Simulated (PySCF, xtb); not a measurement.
C2H4N, SMILES CC#[NH+], charge +1.

Harmonic wavenumbers (cm⁻¹) from GFN2-xTB in xtb at its own minimum, in rising order: 347, 348, 510, 510, 938, 938, 1055, 1295, 1295, 1327, 2369, 2955, 2956, 2971, 3504.

### Question
What does PBE-D3(BJ)/def2-TZVP (PySCF) give at its own minimum? (The exact figures need the calculation; the answer reports its results.)

### Answer
384, 384, 523, 523, 935, 990, 990, 1332, 1367, 1367, 2317, 2962, 3044, 3044, 3605. Paired by order, the mean absolute difference is 46 cm⁻¹ and the zero-point energies are 33.3 and 34.0 kcal/mol.
